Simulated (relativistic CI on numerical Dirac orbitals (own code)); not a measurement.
Ru6+: 4s photoemission

Computed with this model: Dirac-Coulomb-Breit CI, KLI orbitals optimised for each configuration, model QED (radiative potential, 1s self-energy scaled to tabulated hydrogen-like ionisation energies), valence Slater integrals scaled by 0.8, multiplet model of photoemission in the sudden approximation; configurations [Kr] 4d2 → [Ar] 3d10 4s 4p6 4d2; 300 K; Lorentzian 1.4 eV and Gaussian 0.6 eV FWHM. Energies are those of the free ion, without screening or charge transfer. The energies are binding energies and can lie tens of eV above those of solids. Without intra-shell correlation the exchange splitting of an s hole comes out too large, often by half or more. S is read from ⟨S²⟩ = S(S + 1).

Field parameters in Wybourne normalisation: D4h B²₀ = −7Ds, B⁴₀ = 21(Dq − Dt), B⁴₄ = 21√(5/14) Dq. The field is a parameter set, without covalency.

Computed curve for D4h, 10Dq = 41000, Ds = 300, Dt = -420 cm⁻¹, scaled to 100 at the maximum (points under 2 are left out and the grid is thinned):

```tsv
Energy (eV)	Intensity
171.4	2.1
171.6	2.2
172.0	2.5
172.2	2.8
172.4	3.0
172.6	3.3
173.0	3.9
173.2	4.3
173.4	4.8
173.6	5.4
174.0	6.9
174.2	7.9
174.4	9.1
174.6	10.6
175.0	15.1
175.2	18.4
175.4	22.9
175.6	29.0
176.0	48.6
176.2	62.9
176.4	78.9
176.6	92.8
177.0	97.4
177.2	86.4
177.4	71.1
177.6	56.1
178.0	34.0
178.2	27.1
178.4	22.1
178.6	18.5
179.0	14.2
179.2	13.0
179.4	12.3
179.6	12.0
180.0	12.8
180.2	13.8
180.4	15.2
180.6	17.3
181.0	24.1
181.2	29.6
181.4	36.2
181.6	43.0
182.0	48.7
182.2	45.4
182.4	39.0
182.6	31.6
183.0	19.4
183.2	15.3
183.4	12.2
183.6	9.9
184.0	6.9
184.2	5.9
184.4	5.2
184.6	4.5
185.0	3.6
185.2	3.2
185.4	2.9
185.6	2.7
186.0	2.2
186.2	2.1
```

The ground state has S = 1.00, and the centroid lies at 178.52 eV.
